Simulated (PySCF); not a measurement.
Atom-mapped SMILES (the numbers label the heavy atoms): `[CH2:1]=[CH:2][C@H:3]([Cl:4])[SiH2:5][Cl:6]`. Hydrogens are named by the atom that carries them. Ha(C1) is cis to C3; Ha(Si5) is pro-R; Hb(Si5) is pro-S; Hb(C1) is trans to C3.

Geometry: PBE0-D3(BJ)/def2-SVP; GIAO absolute shieldings from PySCF 2.14, gas phase, non-relativistic, averaged over equivalent atoms.

At KT2/pcSseg-1 (153 basis functions, 21 s wall time on 1 thread of an Arm Neoverse V1, shared host):
```json
{"atoms": "C2", "σ (ppm)": "49.0"}
{"atoms": "C1", "σ (ppm)": "66.5"}
{"atoms": "C3", "σ (ppm)": "128.1"}
{"atoms": "Cl4", "σ (ppm)": "807.1"}
{"atoms": "Cl6", "σ (ppm)": "941.8"}
{"atoms": "Si5", "σ (ppm)": "386.6"}
{"atoms": "H(C2)", "σ (ppm)": "25.54"}
{"atoms": "Ha(C1)", "σ (ppm)": "25.77"}
{"atoms": "Hb(C1)", "σ (ppm)": "25.87"}
{"atoms": "Ha(Si5)", "σ (ppm)": "26.19"}
{"atoms": "Hb(Si5)", "σ (ppm)": "26.52"}
{"atoms": "H(C3)", "σ (ppm)": "27.44"}
```

**Question.** Predict the values at PBE0/pcSseg-1 on the same geometry.

**Answer.** 
```tsv
atoms	σ at PBE0/pcSseg-1	change
C2	41.6	-7.4
C1	57.4	-9.1
C3	131.1	+3.0
Cl4	828.9	+21.8
Cl6	963.3	+21.5
Si5	373.1	-13.5
H(C2)	25.43	-0.11
Ha(C1)	25.65	-0.12
Hb(C1)	25.71	-0.16
Ha(Si5)	26.36	+0.17
Hb(Si5)	26.63	+0.11
H(C3)	27.58	+0.14
```

The largest change is at Cl4 (chlorine bonded to C). Cost: 153 basis functions, 15 s wall time on 1 thread of an Arm Neoverse V1, shared host. The order of the carbon signals is the same at both levels.

Carbons that carry Cl, above all several Cl atoms, come out too deshielded, partly because spin–orbit coupling is missing.
